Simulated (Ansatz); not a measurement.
The pair A = NH3 (SMILES N) (first 4 atoms), B = H2Se (SMILES [SeH2]); geometry from B3LYP-D3(BJ)/def2-TZVP.
(charge 0, multiplicity 1):
```xyz
7

N     -0.068    -0.198     0.016
H     -0.979    -0.306    -0.415
H      0.383     0.601    -0.415
H      0.479    -1.022    -0.208
Se    -0.380     0.209     3.616
H      0.947     0.829     3.737
H     -0.230     0.057     2.144
```

Correlated levels freeze the cores. Filled d and f shells under p-block atoms count as core. MP2 and its Hartree–Fock in aug-cc-pVQZ are density fitted.

Programs: Ansatz (an electronic-structure program). Values without a source in brackets are computed.

The counterpoise-corrected interaction energy is E(AB) − E(A in the pair's basis) − E(B in the pair's basis). Total energies (hartree):

| level | AB | A in the pair's basis | B in the pair's basis |
|---|---|---|---|
| HF/aug-cc-pVTZ | -2457.2694988 | -56.2202778 | -2401.0486920 |
| MP2/aug-cc-pVTZ | -2457.6872115 | -56.4607614 | -2401.2215862 |
| HF/aug-cc-pVQZ | -2457.2763555 | -56.2239015 | -2401.0519476 |
| MP2/aug-cc-pVQZ | -2457.7202504 | -56.4777806 | -2401.2373250 |
| CCSD(T)/aug-cc-pVTZ | -2457.7365972 | -56.4807336 | -2401.2515521 |

### Question
Work out the counterpoise-corrected interaction energy at the basis-set limit: extrapolate the MP2 correlation part as X⁻³, take Hartree–Fock from the larger set, and add the CCSD(T) − MP2 difference of aug-cc-pVTZ.

### Answer

1. Differences (1 hartree = 627.509 kcal/mol): HF/aug-cc-pVTZ -0.332; MP2/aug-cc-pVTZ -3.052; HF/aug-cc-pVQZ -0.318; MP2/aug-cc-pVQZ -3.228; CCSD(T)/aug-cc-pVTZ -2.705.
2. Correlation parts, MP2 less HF: -2.720 in aug-cc-pVTZ (X = 3), -2.911 in aug-cc-pVQZ (X = 4).
3. Limit (4³·(-2.911) − 3³·(-2.720))/(4³ − 3³) = -3.049; with HF/aug-cc-pVQZ it gives -3.367.
4. CCSD(T) less MP2 in aug-cc-pVTZ: 0.347.
Result: -3.02 kcal/mol, against -3.05 at MP2/aug-cc-pVTZ. It is an estimate of this method's limit, not of the exact value.
